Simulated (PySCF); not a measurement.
C3H10MgSeSi. Atoms are numbered in the order given.

```xyz
16

Mg    -0.1725     0.4282     0.0473
Se    -1.0846     2.6867     0.3236
H     -0.8283     2.5974     1.7727
Si     0.7881    -1.9630    -0.2667
C     -0.4596    -3.1083    -1.1238
C      1.2324    -2.7570     1.3995
C      2.3640    -1.9490    -1.3247
H     -0.0279    -4.1169    -1.2425
H     -1.3885    -3.2068    -0.5402
H     -0.7294    -2.7388    -2.1257
H      0.3517    -2.8467     2.0549
H      1.9953    -2.1730     1.9380
H      1.6367    -3.7712     1.2393
H      3.1576    -1.3402    -0.8637
H      2.1738    -1.5467    -2.3322
H      2.7514    -2.9759    -1.4402
```
Charge 0, spin multiplicity 1.

Geometry: PBE0-D3(BJ)/def2-SVP. One conformer was computed; it need not be the lowest.

Calculation: PBE0-D3(BJ)/def2-SVP run with PySCF.

Frequencies are harmonic and unscaled.

A small imaginary wavenumber (i) marks a very flat motion, where grid noise or a shallow saddle decides the sign.

```
mode  ν (cm⁻¹)  IR (km/mol)  moving atoms (share of kinetic energy)
----  --------  -----------  --------------------------------------
1          18i          4.4                                  H 97 %
2           50          4.1        C 34 %, Mg 34 %, H 19 %, Se 10 %
3           52          3.0        C 35 %, Mg 33 %, H 19 %, Se 10 %
4          141          0.1                 Se 38 %, C 38 %, H 16 %
5          148         11.2                 Mg 48 %, C 27 %, H 17 %
6          152          9.6                 Mg 51 %, C 26 %, H 16 %
7          171          0.0                                  H 99 %
8          183          0.0                                  H 93 %
9          183          0.0                                  H 93 %
10         205          0.1                 C 44 %, H 40 %, Si 14 %
11         206          0.1                 C 43 %, H 39 %, Si 15 %
12         258         27.0         Si 40 %, H 28 %, C 18 %, Se 8 %
13         432         43.0                                 Mg 77 %
14         465          4.0                                  H 93 %
15         619         12.6                 C 62 %, H 21 %, Si 16 %
16         671          0.0                          H 86 %, C 14 %
17         687         10.3                 C 41 %, H 40 %, Si 20 %
18         687         10.2                 C 41 %, H 40 %, Si 19 %
19         732          3.5                 H 66 %, C 21 %, Si 12 %
20         732          4.2                 H 66 %, C 21 %, Si 12 %
21         847         42.5                 H 65 %, C 24 %, Si 11 %
22         847         43.0                 H 65 %, C 24 %, Si 11 %
23         856        231.3                 H 64 %, C 22 %, Si 14 %
24        1249         22.4                          H 79 %, C 21 %
25        1249         22.7                          H 79 %, C 21 %
26        1261          0.7                          H 80 %, C 20 %
27        1421          0.0                                  H 95 %
28        1425          0.6                                  H 95 %
29        1425          0.5                                  H 95 %
30        1435         11.7                                  H 96 %
31        1435         11.6                                  H 96 %
32        1442          2.1                                  H 96 %
33        2432         15.1                                  H 99 %
34        3041         14.1                                  H 97 %
35        3042          9.1                                  H 97 %
36        3042          8.5                                  H 97 %
37        3140          4.0                           H 91 %, C 9 %
38        3141          1.1                           H 91 %, C 9 %
39        3141         11.2                           H 91 %, C 9 %
40        3155          5.7                           H 91 %, C 9 %
41        3156          6.6                           H 91 %, C 9 %
42        3156          1.2                           H 91 %, C 9 %
```
